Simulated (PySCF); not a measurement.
Delta-SCF ions had no search for a lower state. Excitations are Tamm–Dancoff values on a coarser integration grid. The basis has no diffuse functions, so Rydberg states are missing or too high.

# CH₃FSi, SMILES `C=[SiH]F` (charge 0, multiplicity 1)

Calculation: PBE0-D3(BJ)/def2-TZVP (PySCF).

The HOMO is -6.66 eV and the dipole moment is 1.07 D. The LUMO is -0.77 eV and the HOMO–LUMO gap is 5.89 eV. The S1 excitation (TDA) comes out as 5.31 eV and the S1 oscillator strength is 0.046. The brightest of the four lowest singlets (TDA) is 5.85 eV and the T1 excitation (TDA) is 3.12 eV. The S1–T1 gap (TDA) is 2.19 eV and the vertical ionisation energy (Delta-SCF) is 8.85 eV. The total energy comes out as -429.0486 Ha. The cost comes out as about 28 core-seconds (a rough figure).

Bonds (Å): C1–Si2 1.683, C1–H4 1.084, C1–H5 1.082, Si2–F3 1.589, Si2–H6 1.471. Bond angles (°): Si2–C1–H4 118.4, Si2–C1–H5 124.8, H4–C1–H5 116.8, C1–Si2–F3 124.3, C1–Si2–H6 127.1, F3–Si2–H6 108.6.
